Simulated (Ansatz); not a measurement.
Total energies of TlF₂⁻ (the lowest singlet isomer of a short search) from Ansatz at CCSD(T)/def2-TZVPPD, gas phase (1 Eh = 27.2114 eV = 2625.5 kJ/mol). The reference geometry is relaxed at PBE0-D4/def2-TZVPD.

| atom | x (Å) | y (Å) | z (Å) |
| --- | --- | --- | --- |
| Tl1 | 0.5486 | 0.5174 | 0.5804 |
| F2 | -1.5377 | 0.8347 | -0.0707 |
| F3 | 0.9890 | -1.3521 | -0.5097 |

```json
{"state": "charge -1 singlet", "geometry": "reference", "energy (Eh)": "-371.47839"}
{"state": "charge 0 doublet", "geometry": "reference", "energy (Eh)": "-371.31667"}
{"state": "charge -1 triplet", "geometry": "relaxed at PBE0-D4/def2-TZVPD", "energy (Eh)": "-371.34567"}
{"state": "charge -1 quintet", "geometry": "relaxed at PBE0-D4/def2-TZVPD", "energy (Eh)": "-371.13744"}
```

In the def2 sets Tl takes a core potential; there is no spin–orbit coupling. Correlated methods freeze 6 core orbitals; core or outer-core shells of Tl are correlated, in sets that lack core-valence functions. In CCSD on the charge 0 doublet the largest single amplitude is 0.23, so its Hartree–Fock determinant may place the open shell otherwise than the density functionals do.

Task: Work out the vertical ionisation energy to the doublet.

Result: E(charge 0 doublet) − E(charge -1 singlet) = -371.31667 − (-371.47839) = 0.16172 Eh = 4.40 eV.

Task: Which of the charge -1 states is lowest, and how far above it are the others?

Result: The singlet. triplet: -371.34567 − (-371.47839) = 0.13272 Eh = 348.5 kJ/mol; quintet: -371.13744 − (-371.47839) = 0.34095 Eh = 895.2 kJ/mol. The quintet has fallen apart, so its energy is that of loose fragments and no spin gap. The quintet differs in its bonds from the reference.

At CCSD(T)/def2-TZVPPD the charge 0 doublet is spin-contaminated (final ⟨S²⟩ up to 0.84, 0.75 for a pure state). 

The structure comes from a short search, and lower isomers may exist.
